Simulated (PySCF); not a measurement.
Cu: ionisation energy

Cu [Ar] 3d10 4s1 (2S) → Cu⁺ [Ar] 3d10 (1S), as a difference of total energies. Calculation: PySCF 2.14, in cc-pVDZ-DK; scalar relativity by spin-free X2C-1e. Correlated levels: valence: [Ar] frozen. The calculations carry no spin-orbit coupling.

```tsv
method	ionisation energy (eV)	error (eV)
UHF	6.584	-1.142
LDA	8.651	+0.925
MN15	7.937	+0.211
MP2 (valence)	7.432	-0.294
SCS-MP2 (valence)	7.294	-0.432
CCSD (valence)	7.307	-0.419
CCSD(T) (valence)	7.418	-0.308
```

Reference: 7.726 eV (measured; NIST Atomic Spectra Database, ionization energies).

Errors of the correlated levels include the incompleteness of this basis and the frozen core.
